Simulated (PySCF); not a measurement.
Geometries of 2 isomers of CH6N2OSi, from PBE0-D3(BJ)/def2-SVP geometry optimisation, gas phase (PySCF 2.14.0). One conformer each, no zero-point energy, no frequencies.

Problem. Which isomer lies lower at this level?
A.
```xyz
11
angstrom
N     -1.458   -0.698    0.628
Si    -0.915    0.666   -0.320
C      0.973    0.475   -0.638
N      1.558   -0.529    0.061
O      1.567    1.226   -1.391
H     -2.096   -0.519    1.397
H     -1.737   -1.547    0.146
H     -1.136    1.892    0.499
H     -1.585    0.815   -1.647
H      0.993   -1.087    0.691
H      2.557   -0.683   -0.014
```
B.
```xyz
11
angstrom
N     -1.641   -1.027   -0.231
Si    -1.012    0.567   -0.136
N      0.616    0.725    0.589
C      1.649    0.073   -0.001
O      1.512   -0.632   -0.979
H     -1.162   -1.667   -0.858
H     -1.927   -1.505    0.617
H     -1.863    1.373    0.786
H     -0.956    1.149   -1.501
H      0.822    1.284    1.410
H      2.643    0.230    0.484
```

Solution. B. That is `[SiH2](NC=O)N`, 16.5 kcal/mol below the other.

| SMILES | atoms numbered as above | E (Eh) | relative (kcal/mol) | relative (kJ/mol) | dipole (D) |
| --- | --- | --- | --- | --- | --- |
| N[SiH2]NC=O | [NH2:1][SiH2:2][NH:3][CH:4]=[O:5] | -515.37030 | 0.0 | 0.0 | 3.15 |
| N[SiH2]C(N)=O | [NH2:1][SiH2:2][C:3]([NH2:4])=[O:5] | -515.34400 | 16.5 | 69.0 | 4.69 |

As drawn, the higher has an Si–C bond, which the lower lacks.
